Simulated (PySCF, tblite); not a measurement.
Compound: C7H15P.
Structure used (GFN2-xTB), in Å, numbered top down from 1:
```xyz
23
C7H15P angstrom
C     -2.7926   -1.0353    0.2957
C     -1.6321   -0.0456    0.3221
C     -2.1390    1.3864    0.1836
P     -0.4529   -0.4405   -1.0864
C      1.0748    0.3950   -0.4379
C      1.6414   -0.0176    0.9352
C      3.0279   -0.1693    0.2943
C      2.3955   -0.0437   -1.0985
H     -3.3273   -0.9685   -0.6502
H     -3.4928   -0.8203    1.1014
H     -2.4352   -2.0570    0.4144
H     -1.0893   -0.1475    1.2696
H     -2.8259    1.6270    0.9939
H     -2.6648    1.5114   -0.7617
H     -1.3144    2.0965    0.2141
H     -0.1050   -1.7062   -0.5844
H      0.9266    1.4757   -0.5151
H      1.5594    0.7248    1.7274
H      1.2409   -0.9653    1.2954
H      3.6941    0.6576    0.5317
H      3.5431   -1.1060    0.4976
H      2.8540    0.6757   -1.7738
H      2.3090   -1.0005   -1.6123
```

Method: PBE0/pcSseg-1 in PySCF (dipole) on a GFN2-xTB geometry, gas phase.

Take the most abundant isotopes and a rigid rotor. The values belong to one conformer with, in the numbering `[CH3:1][CH:2]([CH3:3])[PH:4][CH:5]1[CH2:6][CH2:7][CH2:8]1`, C1–C2–P4–C5 -159°, C2–P4–C5–C6 58°, P4–C5–C6–C7 130°, C5–C6–C7–C8 -11°, C6–C7–C8–C5 11°, P4–C5–C8–C7 -134°.

Give the principal moments of inertia and the rotational constants in MHz.

Ia = 147.12, Ib = 567.25, Ic = 590.08 u·Å²; 505379 MHz·u·Å²/I gives A = 3435, B = 890.9, C = 856.5 MHz.

Classify the top.

A near-prolate asymmetric top. Ray's parameter κ = (2B − A − C)/(A − C) = -0.973; −1 is the prolate and +1 the oblate limit.

Is it planar, by Δ = Ic − Ia − Ib?

Not planar: Δ = Ic − Ia − Ib = -124.28 u·Å². For a rigid frame Δ = −2 Σ m c², so Σ m c² = 62.14 u·Å² lies off the ab plane: 22.64 from hydrogen and 39.51 from heavier atoms. The atom farthest from that plane is 1.94 Å away.

Give the other two planar moments, Paa and Pbb, and the rms extents of the mass along the axes.

Paa = Σ m a² = (Ib + Ic − Ia)/2 = 505.11 and Pbb = Σ m b² = (Ia + Ic − Ib)/2 = 84.97 u·Å². With the mass M = 130.09 u, the rms extents √(P/M) along a, b and c are 1.97, 0.81, 0.69 Å.

Predict some low-J microwave lines.

The dipole components are |μa| = 0.40 D, |μb| = 1.30 D, |μc| = 0.48 D. The squared components, which scale the intensities, stand as 0.09 : 1.00 : 0.14 (a : b : c). Some lines, for components of 0.1 D or more:

```
type  branch         J(Ka,Kc)    MHz  lower level (cm⁻¹)
   b       Q  1(1,0) ← 1(0,1)   2579               0.058
   b       Q  3(1,2) ← 3(0,3)   2667               0.350
   a       R  3(0,3) ← 2(0,2)   5241               0.175
   c       R  2(2,0) ← 1(1,0)  11163               0.144
   b       R  4(2,2) ← 3(1,3)  14783               0.432
   b       Q  4(4,0) ← 4(3,1)  17930               1.352
   b       R  3(3,0) ← 2(2,1)  18050               0.517
   c       R  4(3,1) ← 3(2,1)  19797               0.692
   c       R  4(3,2) ← 3(2,2)  19798               0.691
   b       R  4(3,1) ← 3(2,2)  19798               0.691
```

Estimate the classical rotational partition function at 10 K, 25 K and 298.15 K.

Point group C1, symmetry number σ = 1; q = (√π/σ)·√((kT/h)³/(ABC)), k/h = 20836.6 MHz/K: 3290 at 10 K, 13000 at 25 K, 536000 at 298.15 K.

Its GFN2-xTB frequencies are all real (lowest 40 cm⁻¹). These are rigid-rotor constants of the computed structure; measured ground-state constants (B0) also hold zero-point vibration. A rigid rotor knows nothing of internal rotation, which can split or shift real lines.

Cost: about 1.7 min of CPU time on one thread; the machine was shared, so the figure is rough. This is the PBE0/pcSseg-1 job that gave the dipole, with the shieldings it also computed.
